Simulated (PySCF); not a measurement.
```xyz
8

O      1.4204     0.9978    -0.7936
C      1.4958    -0.0003    -0.1321
O      0.4464    -0.6449     0.3924
Si    -1.1280    -0.0555     0.1370
H      2.4361    -0.5056     0.1230
H     -1.9676    -1.0262     0.8616
H     -1.2622     1.2939     0.7154
H     -1.4409    -0.0592    -1.3037
```

Charge 0, multiplicity 1.

Problem. Give the Mulliken and meta-Löwdin atomic charges from M06-2X/def2-TZVP // B3LYP-D3(BJ)/def2-TZVP in PySCF.

Solution. 
| atom | Mulliken (e) | meta-Löwdin (e) |
|---|---|---|
| O1 | -0.32 | -0.44 |
| C2 | 0.26 | 0.45 |
| O3 | -0.36 | -0.58 |
| Si4 | 0.34 | 0.76 |
| H5 | 0.12 | 0.11 |
| H6 | -0.02 | -0.10 |
| H7 | -0.01 | -0.10 |
| H8 | -0.01 | -0.10 |
